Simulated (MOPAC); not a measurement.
Input file for MOPAC: PM7 on CH5AlO2 (SMILES [CH3][Al]([OH])[OH]), a point of a torsion scan.

```
PM7 1SCF PRECISE CHARGE=0 THREADS=1
CH5AlO2

C     -1.40876671 1    -0.05956059 1     0.21261924 1
Al     0.48961286 1    -0.07828026 1    -0.39388723 1
O      1.60541695 1    -0.87184722 1     0.52116238 1
O      0.84233549 1     0.71095609 1    -1.79569236 1
H     -1.53821022 1    -0.60572032 1     1.14346664 1
H     -2.05938310 1    -0.50476198 1    -0.53754501 1
H     -1.75773057 1     0.96004834 1     0.36365746 1
H      2.25372157 1    -1.32544322 1     1.03721656 1
H      1.07985514 1     1.15350364 1    -2.59580810 1
```

It printed:

```
*******************************************************************************
 **                                                                           **
 **                              MOPAC v23.2.5                                **
 **                                                                           **
 *******************************************************************************
 ** MOPAC's Digital Object Identifier: https://doi.org/10.5281/zenodo.6511958 **
 **                                                                           **
 ** Please cite the open-source release paper for use of this MOPAC version:  **
 ** J. E. Moussa and J. J. P. Stewart (2026)                                  **
 ** MOPAC: An open-source semiempirical molecular orbital program             **
 ** J. Open Source Softw., 11(119), 8025, https://doi.org/10.21105/joss.08025 **
 *******************************************************************************

                              PM7 CALCULATION RESULTS

 *******************************************************************************
 *  PM7        - The PM7 Hamiltonian to be used
 *
 *
 *
 *                 CHARGE ON SYSTEM = 0
 *
 *
 *
 *  PRECISE    - TIGHTER CRITERIA TO BE USED
 *  1SCF       - DO 1 SCF AND THEN STOP
 *  THREADS=1  - MULTI-THREADING NOT USED
 *  T=         - A TIME OF 172800.0 SECONDS REQUESTED
 *  DUMP=N     - RESTART FILE WRITTEN EVERY 7200.0 SECONDS REQUESTED
 *******************************************************************************
PM7 1SCF PRECISE CHARGE=0 THREADS=1
 CH5AlO2

   ATOM   CHEMICAL          X               Y               Z
  NUMBER   SYMBOL      (ANGSTROMS)     (ANGSTROMS)     (ANGSTROMS)

     1       C         -1.40876671  *  -0.05956059  *   0.21261924  *
     2      Al          0.48961286  *  -0.07828026  *  -0.39388723  *
     3       O          1.60541695  *  -0.87184722  *   0.52116238  *
     4       O          0.84233549  *   0.71095609  *  -1.79569236  *
     5       H         -1.53821022  *  -0.60572032  *   1.14346664  *
     6       H         -2.05938310  *  -0.50476198  *  -0.53754501  *
     7       H         -1.75773057  *   0.96004834  *   0.36365746  *
     8       H          2.25372157  *  -1.32544322  *   1.03721656  *
     9       H          1.07985514  *   1.15350364  *  -2.59580810  *



          CARTESIAN COORDINATES

    NO.       ATOM           X           Y           Z

     1         C         -1.4088     -0.0596      0.2126
     2        Al          0.4896     -0.0783     -0.3939
     3         O          1.6054     -0.8718      0.5212
     4         O          0.8423      0.7110     -1.7957
     5         H         -1.5382     -0.6057      1.1435
     6         H         -2.0594     -0.5048     -0.5375
     7         H         -1.7577      0.9600      0.3637
     8         H          2.2537     -1.3254      1.0372
     9         H          1.0799      1.1535     -2.5958

 General Reference for PM7:
 "Optimization of Parameters for Semiempirical Methods VI: More Modifications to the
 NDDO Approximations and Re-optimization of Parameters", J. J. P. Stewart, J. Mol. Mod., 1:32, 19 (2013)
 https://link.springer.com/article/10.1007/s00894-012-1667-x

           Empirical Formula: C H5 O2 Al  =     9 atoms



      MOLECULAR POINT GROUP   :   Cs


      RHF CALCULATION, NO. OF DOUBLY OCCUPIED LEVELS = 12


 -------------------------------------------------------------------------------
 PM7 1SCF PRECISE CHARGE=0 THREADS=1
 CH5AlO2



     1SCF WAS SPECIFIED, SO BFGS WAS NOT USED
     SCF FIELD WAS ACHIEVED


                              PM7 CALCULATION
                                                       MOPAC v23.2.5 Linux




          FINAL HEAT OF FORMATION =       -177.16343 KCAL/MOL =    -741.25178 KJ/MOL


          COSMO AREA              =        111.25 SQUARE ANGSTROMS
          COSMO VOLUME            =         95.58 CUBIC ANGSTROMS

          IONIZATION POTENTIAL    =         10.217774 EV
          HOMO LUMO ENERGIES (EV) =        -10.218  2.469
          NO. OF FILLED LEVELS    =         12
          MOLECULAR WEIGHT        =         76.0308         POINT GROUP:  Cs

          MOLECULAR DIMENSIONS (Angstroms)

            Atom       Atom       Distance
            H     9    H     5     4.89196
            H     8    H     7     4.59485
            H     7    H     6     1.71404


          SCF CALCULATIONS        =          1





   ATOM   CHEMICAL          X               Y               Z
  NUMBER   SYMBOL      (ANGSTROMS)     (ANGSTROMS)     (ANGSTROMS)

     1       C         -1.40876671  *  -0.05956059  *   0.21261924  *
     2      Al          0.48961286  *  -0.07828026  *  -0.39388723  *
     3       O          1.60541695  *  -0.87184722  *   0.52116238  *
     4       O          0.84233549  *   0.71095609  *  -1.79569236  *
     5       H         -1.53821022  *  -0.60572032  *   1.14346664  *
     6       H         -2.05938310  *  -0.50476198  *  -0.53754501  *
     7       H         -1.75773057  *   0.96004834  *   0.36365746  *
     8       H          2.25372157  *  -1.32544322  *   1.03721656  *
     9       H          1.07985514  *   1.15350364  *  -2.59580810  *

                             CARTESIAN COORDINATES

   1    C       -1.408766710    -0.059560590     0.212619240
   2   Al        0.489612860    -0.078280260    -0.393887230
   3    O        1.605416950    -0.871847220     0.521162380
   4    O        0.842335490     0.710956090    -1.795692360
   5    H       -1.538210220    -0.605720320     1.143466640
   6    H       -2.059383100    -0.504761980    -0.537545010
   7    H       -1.757730570     0.960048340     0.363657460
   8    H        2.253721570    -1.325443220     1.037216560
   9    H        1.079855140     1.153503640    -2.595808100


           Empirical Formula: C H5 O2 Al  =     9 atoms



      MOLECULAR POINT GROUP   :   Cs


                  EIGENVALUES
 -29.91040 -28.98470 -23.54464 -18.31745 -18.15990 -14.63778 -14.28488 -14.09429
 -13.80300 -12.93668 -11.83492 -10.21777   2.46907   3.76065   4.39774   4.90251
   5.47295   5.64103   6.99580   7.21312   8.74725  19.12393  19.37325  19.88217
  22.92320  23.04547


              NET ATOMIC CHARGES AND DIPOLE CONTRIBUTIONS

  ATOM NO.   TYPE          CHARGE      No. of ELECS.   s-Pop       p-Pop       d-Pop
    1          C          -0.828846        4.8288     1.04316     3.78569
    2         Al           0.713884        2.2861     0.19682     1.17150     0.91779
    3          O          -0.589060        6.5891     1.58507     5.00399
    4          O          -0.590182        6.5902     1.58462     5.00556
    5          H           0.172951        0.8270     0.82705
    6          H           0.176147        0.8239     0.82385
    7          H           0.176139        0.8239     0.82386
    8          H           0.384581        0.6154     0.61542
    9          H           0.384386        0.6156     0.61561
 DIPOLE           X         Y         Z       TOTAL
 POINT-CHG.     2.007    -0.017    -0.655     2.111
 HYBRID        -0.323    -0.002     0.111     0.341
 SUM            1.684    -0.018    -0.545     1.770


          ATOMIC ORBITAL ELECTRON POPULATIONS

     Atom    s        px        py        pz      x^2-y^2     xz        z^2       yz        xy
    1  C   1.04316   1.46503   1.14473   1.17593
    2 Al   0.19682   0.49962   0.29798   0.37389   0.20382   0.21696   0.20057   0.15473   0.14171
    3  O   1.58507   1.61484   1.70180   1.68735
    4  O   1.58462   1.77936   1.70697   1.51923
    5  H   0.82705
    6  H   0.82385
    7  H   0.82386
    8  H   0.61542
    9  H   0.61561

 **********************
 *                    *
 * JOB ENDED NORMALLY *
 *                    *
 **********************




 == MOPAC DONE ==
```

The run finished.

Cost: around 0.03 core-seconds (rough).
